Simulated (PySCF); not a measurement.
# Adding and removing an electron: SrF

PBE; Sr def2-SVPD with ECP28, F def2-SVPD; scalar-relativistic core potentials (PySCF 2.14). Neutral (UKS): doublet (σ ↑), Re = 2.117 Å, ωe = 493 cm⁻¹, De = 5.77 eV, HOMO -3.44 eV, LUMO -2.51 eV.

SrF⁺ (UKS): singlet (closed shell), Re = 2.046 Å, ωe = 575 cm⁻¹, De = 5.92 eV to Sr⁺ + F. The energies at the minima are -130.43932 hartree for SrF and -130.23535 for SrF⁺.

Task: Work out the adiabatic ionisation energy, without and with harmonic zero-point energies (1 hartree = 27.2114 eV, 1 eV = 8065.5 cm⁻¹), and the change of the bond length.

Result: At PBE: 0.20397 hartree = 5.550 eV between the minima; the zero-point term (575.0 − 493.0)/2 cm⁻¹ = +0.005 eV makes it 5.555 eV. Re changes by -7.1 pm against the neutral. The electron leaves a σ orbital; in so polar a molecule the change of length follows mostly from the change of the ionic charges.

SrF⁻ (UKS): singlet (closed shell), Re = 2.183 Å, ωe = 421 cm⁻¹, De = 2.92 eV to Sr + F⁻. The energies at the minima are -130.43932 hartree for SrF and -130.47223 for SrF⁻.

Task: Work out the adiabatic electron affinity, without and with harmonic zero-point energies (1 hartree = 27.2114 eV, 1 eV = 8065.5 cm⁻¹), and the change of the bond length.

Result: At PBE: 0.03291 hartree = 0.896 eV between the minima; the zero-point term (493.0 − 421.0)/2 cm⁻¹ = +0.004 eV makes it 0.900 eV. Re changes by +6.6 pm against the neutral. The electron enters a σ orbital; in so polar a molecule the change of length follows mostly from the change of the ionic charges.

For an ion De counts to the pair picked by the measured ionisation energies or electron affinities, which need not be the lowest pair at this level. The highest Kohn–Sham level is positive in this anion. Much of that is self-interaction error, but it also means that the finite basis helps to hold the extra electron. States were picked by a PBE0 search and need not be the measured ground states.
